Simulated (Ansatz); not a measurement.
Mulliken charges of AlClFHO, SMILES `[OH][Al]([F])[Cl]` from r2SCAN/def2-TZVPP in Ansatz (PBE0-D4/def2-TZVP geometry).

```tsv
atom	x (Å)	y (Å)	z (Å)	charge (e)
O1	0.456	1.205	-0.027	-0.411
Al2	-0.053	-0.362	0.275	0.794
F3	0.082	-0.942	1.797	-0.338
Cl4	-0.845	-1.591	-1.199	-0.244
H5	0.411	1.617	-0.888	0.198
```

By hand: the dipole of these point charges (1 e Å = 4.8032 D).

Σ q r = (0.030, 0.244, -0.261) e Å, of length 0.359 e Å = 1.72 D.

How does the dipole of the full density compare? (Estimate.)

Computed: (0.006, 0.227, -0.339) e Å, 1.96 D; the point charges give 0.88 times that, at 10° from its direction.

Point charges leave out the atoms' own dipoles, such as those of lone pairs, and Mulliken's split depends on the basis, so the close match here is no proof of good charges.
